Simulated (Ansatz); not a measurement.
Input file for Cl2H4NSi2 (`Cl[SiH]N[SiH2]Cl`) radical:

```yaml
crystal:
  periodic: [false, false, false]
  atoms:
    - {symbol: Cl, position_ang: [-2.429159, -1.532859, 0.452318]}
    - {symbol: Si, position_ang: [-0.836007, -0.638470, 1.414298]}
    - {symbol: N, position_ang: [0.432943, -0.275760, 0.307061]}
    - {symbol: Si, position_ang: [0.382132, 0.809280, -1.024315]}
    - {symbol: Cl, position_ang: [1.403338, 2.550932, -0.626760]}
    - {symbol: H, position_ang: [-0.286826, -1.608778, 2.402574]}
    - {symbol: H, position_ang: [1.333793, -0.671882, 0.542730]}
    - {symbol: H, position_ang: [1.035844, 0.217789, -2.210704]}
    - {symbol: H, position_ang: [-1.036057, 1.149747, -1.257202]}
basis:
  gaussian: {orbitals: def2-TZVPP}
magnetization: {spin_polarized: true, initial_magnetization: 1}
correlation: {method: ccsd_t}
scf: {omitted_lower_state_checks: [cluster_reference]}
```

```sh
$ ansatz run in.yaml --threads 2 --pin off --events-out ev --progress --plain --max-ram 32768MiB --backend cuda --devices 0, --max-vram 18GiB
```

Output of Ansatz, abridged:

```
Functional definition: HF
1489 factors; integrals over basis functions are off by at most 9.8e-4 eV
mean field evaluation 1: about -42278.7943 eV, gradient 2.6e1 eV
mean field evaluation 2: about -42278.8018 eV, gradient 2.6e1 eV
mean field evaluation 4: about -42282.2692 eV, gradient 3.1e0 eV
mean field evaluation 8: about -42282.3760 eV, gradient 1.5e-1 eV
mean field -42282.37663057 eV, -1553.8486811491 hartree, gradient 6.4e-6 eV, S^2 0.754672; 0 other end points of the search recorded, 0 dependent functions left out
21 core orbitals not correlated: weight in the atoms' cores, before any rotation towards them, 1.000 or more for the frozen orbitals, at most 0.000 for the correlated occupied ones
reference -42282.37663057 eV, -1553.8486811491 hartree; 16, 15 occupied and 218, 219 virtual orbitals, 1489 factors
second order -21.86002294 eV of doubles, -0.00000000 eV of singles
cycle   1  -22.87711015 eV  change    -1.0e0 eV  update   9.8e-2
cycle   2  -23.42696605 eV  change   -5.5e-1 eV  update   3.0e-2
cycle   3  -23.52871166 eV  change   -1.0e-1 eV  update   1.5e-2
cycle   4  -23.51793216 eV  change    1.1e-2 eV  update   5.0e-3
cycle   5  -23.51740481 eV  change    5.3e-4 eV  update   2.5e-3
cycle   6  -23.51792753 eV  change   -5.2e-4 eV  update   9.7e-4
cycle   7  -23.51801818 eV  change   -9.1e-5 eV  update   3.8e-4
cycle   8  -23.51819841 eV  change   -1.8e-4 eV  update   1.4e-4
cycle   9  -23.51820433 eV  change   -5.9e-6 eV  update   5.8e-5
cycle  10  -23.51816636 eV  change    3.8e-5 eV  update   2.6e-5
perturbative correction -0.97863890 eV, -0.0359643161 hartree
Total energy: -42306.87343582 eV, -1554.7489221376 hartree
Checks for a lower state left out: cluster_reference
```

Run time 20 s (2 threads of an AMD EPYC 7R13 on a shared host and a share of an NVIDIA H100 80 GB); peak host memory 0.82 GiB.

Correlation energy per correlated electron: -0.790 eV. T1 diagnostic: 0.0122.
